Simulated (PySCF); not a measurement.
# `C=Cc1cc(Cl)nn1C`, C6H7ClN2

Geometry:
| atom | x (Å) | y (Å) | z (Å) |
| --- | --- | --- | --- |
| C1 | 2.577 | -0.393 | -0.383 |
| C2 | 1.310 | -0.726 | -0.160 |
| C3 | 0.228 | 0.221 | -0.051 |
| C4 | 0.214 | 1.608 | -0.143 |
| C5 | -1.126 | 1.954 | 0.046 |
| Cl6 | -1.795 | 3.518 | 0.045 |
| N7 | -1.882 | 0.885 | 0.238 |
| N8 | -1.057 | -0.155 | 0.178 |
| C9 | -1.584 | -1.477 | 0.351 |
| H10 | 2.882 | 0.632 | -0.499 |
| H11 | 3.349 | -1.138 | -0.458 |
| H12 | 1.039 | -1.767 | -0.049 |
| H13 | 1.033 | 2.272 | -0.318 |
| H14 | -1.128 | -1.968 | 1.213 |
| H15 | -1.416 | -2.083 | -0.541 |
| H16 | -2.654 | -1.375 | 0.520 |

Computed with GIAO B97-2/pcSseg-1 magnetisability, rotational g tensor and spin-rotation constants, non-relativistic, gas phase (PySCF 2.14.0). Geometry: GFN2-xTB.

(1) Give the nuclear spin-rotation constants along the inertial axes (H = +C I·J) beside the isotropic shieldings.

## Answers

(1) Rotational constants 2.5514, 0.9095, 0.6733 GHz. A star marks the isotopologue with that one atom substituted, in its own axes.
| atom | isotope | Caa (kHz) | Cbb (kHz) | Ccc (kHz) | mean (kHz) | σ (ppm) |
| --- | --- | --- | --- | --- | --- | --- |
| Cl6 | 35Cl | 0.200 | 0.300 | 0.162 | 0.221 | 781.5 |
| N7 | 14N | 0.668 | 0.164 | 0.055 | 0.296 | -71.2 |
| N8 | 14N | 0.331 | 0.141 | 0.051 | 0.174 | 51.5 |
| H10 | 1H | -0.075 | 0.022 | -0.077 | -0.043 | 25.8 |
| H11 | 1H | 0.227 | -0.092 | -0.078 | 0.019 | 26.3 |
| H12 | 1H | 0.003 | 0.004 | -0.079 | -0.024 | 25.3 |
| H13 | 1H | -0.255 | 0.094 | -0.078 | -0.080 | 25.3 |
| H14 | 1H | -0.145 | -0.091 | -0.005 | -0.080 | 28.1 |
| H15 | 1H | -0.148 | -0.091 | -0.004 | -0.081 | 28.1 |
| H16 | 1H | -0.132 | 0.003 | -0.072 | -0.067 | 27.6 |
| C1 | 13C* | 1.119 | 0.286 | 0.085 | 0.497 | 67.3 |
| C2 | 13C* | 1.178 | 0.302 | 0.086 | 0.522 | 59.6 |
| C3 | 13C* | 1.057 | 0.371 | 0.121 | 0.516 | 42.8 |
| C4 | 13C* | 0.771 | 0.353 | 0.097 | 0.407 | 79.8 |
| C5 | 13C* | 1.241 | 0.275 | 0.150 | 0.555 | 40.2 |
| C9 | 13C* | 0.437 | 0.138 | 0.126 | 0.234 | 148.5 |

For the geometry as given, no vibrational averaging.
